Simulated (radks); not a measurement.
Values are calculated unless marked as measured or tabulated.
Effect of the nuclear size on the ytterbium ion Yb+, [Xe] 4f14 6s1. Code: a radial shooting solver on a logarithmic mesh with Libxc functionals. Model: Dirac Kohn-Sham, PBE, spin-unpolarised, spherical densities, finite nucleus; Fermi nuclear charge, rms radius 5.3108 fm. The rms radius is varied about that value; shifts are against it.

rms radius (fm)  total energy shift (eV)  density at nucleus (e/bohr^3)  1s1/2 shift (meV)  2s1/2 shift (meV)  5s1/2 shift (meV)  5p1/2 shift (meV)  6s1/2 shift (meV)  4f7/2 shift (meV)  6p1/2 (empty) shift (meV)
4.5779                             -10.2                      1.075e+06              -4180               -568              -4.50              0.226             -0.350              0.561                      0.092
5.0081                             -4.35                      1.045e+06              -1780               -242              -1.91              0.096             -0.149              0.239                      0.039
5.3108                                 0                      1.027e+06              0.000              0.000              0.000              0.000              0.000              0.000                      0.000
5.7941                              7.32                      9.995e+05               2990                406               3.22             -0.162              0.250             -0.401                     -0.066
6.1605                              13.2                      9.808e+05               5370                730               5.78             -0.290              0.450             -0.721                     -0.118

Slopes of the eigenvalues against <r^2> in GHz/fm^2, as finite differences over the two radii next to the reference (eigenvalue slopes, not the field-shift constants of lines): 1s1/2 136000, 2s1/2 18400, 5s1/2 146, 5p1/2 -7.34, 6s1/2 11.4, 4f7/2 -18.2, 6p1/2 (empty) -2.99.
